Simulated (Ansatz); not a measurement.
# Ligand exchange: CHBrClF + AuCl → CHCl2F + AuBr

Species: CHBrClF (bromochlorofluoromethane) `FC(Cl)Br`, singlet; AuCl (gold monochloride), singlet; CHCl2F (dichlorofluoromethane) `FC(Cl)Cl`, singlet; AuBr (bromogold), singlet. The partners trade Br for Cl: C–Br and Au–Cl bonds give way to C–Cl and Au–Br.

Shapes, held fixed at every level: PBE0-D4/def2-TZVP. Programs: Ansatz 0.2.0. The zero-point and thermal change to 298 K, harmonic and unscaled (PBE0-D4/def2-TZVP), is +0.8 kJ/mol.

| level | kind | ΔH(298 K) (kJ/mol) | less CCSD(T)/def2-TZVPP |
| --- | --- | --- | --- |
| HF/def2-TZVPP | Hartree–Fock | -44.7 | -8.9 |
| PBE-D4/def2-TZVPP | GGA | -33.1 | +2.7 |
| r2SCAN-D4/def2-TZVPP | meta-GGA | -34.5 | +1.3 |
| PBE0-D4/def2-TZVPP | global hybrid | -37.2 | -1.4 |
| MP2/def2-TZVPP | perturbation theory | -36.0 | -0.2 |
| CCSD/def2-SVP | coupled cluster or CI | -46.1 | -10.3 |
| CCSD(T)/def2-TZVPP | coupled cluster or CI | -35.8 | 0.0 |

The highest level, CCSD(T)/def2-TZVPP, gives ΔH(298 K) = -35.8 kJ/mol; the levels span -46.1 to -33.1. The column of differences is taken from that level and isn't an error. No measured value is set beside it here. T1 is large for AuCl (0.025), AuBr (0.022), so single-reference values are less sure there. For atoms past krypton def2 sets carry core potentials with scalar relativity. Relativity is left out for Br. Outer-core shells of Au, Br are correlated in most correlated rows, in sets that cover them unevenly.
